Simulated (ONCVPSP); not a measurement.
## Cr (Z = 24): excitation energies, all-electron against ONCV

```json
{
  "Element": "Cr",
  "Generator": "ONCVPSP 4.0.1",
  "Type": "optimised norm-conserving Vanderbilt (ONCV)",
  "Functional": "LDA (Perdew-Zunger)",
  "Relativity": "scalar-relativistic",
  "Frozen core": "[Ne]",
  "Valence charge": "14",
  "Reference configuration": "3s2 3p6 3d3 (charge +3)",
  "Partial waves": "3s: rc 1.10 bohr, ncon 3, nbas 8, qcut 11.4 1/bohr, 2 projectors, debl 3.7 Ha; 3p: rc 1.05 bohr, ncon 4, nbas 8, qcut 14.5 1/bohr, 3 projectors, debl 3.7 Ha; 3d: rc 1.95 bohr, ncon 3, nbas 7, qcut 7.7 1/bohr, 1 projector",
  "Local potential": "polynomial inside 1.05 bohr (lpopt 2, dvloc0 3 Ha)",
  "Core correction": "Teter function, fcfact 4, rcfact 1.5"
}
```

In the s channel the program set the typed energies aside and used -4.128, 0.250 Ha.

Energies are relative to the spin-unpolarised reference configuration 3s2 3p6 3d3; without spin polarisation the order of configurations can differ from experiment.

```tsv
valence configuration	charge	ΔE all-electron (eV)	error AE − PS (meV)
3s2 3p6 3d5	+1	-47.369	+318
3s2 3p6 3d4	+2	-31.026	+164
3s2 3p5 3d5 4s1	+1	-3.040	+88
```

What are ΔE and the potential's error for 3s2 3p6 3d5 4s1?

ΔE = -54.510 eV all-electron; the error (AE − PS) is +205 meV.

Levels in the configuration 3s2 3p6 3d5:

```
level  all-electron (eV)  pseudo (eV)
   3s            -80.635      -80.401
   3p            -52.458      -52.197
   3d            -10.163      -10.215
```
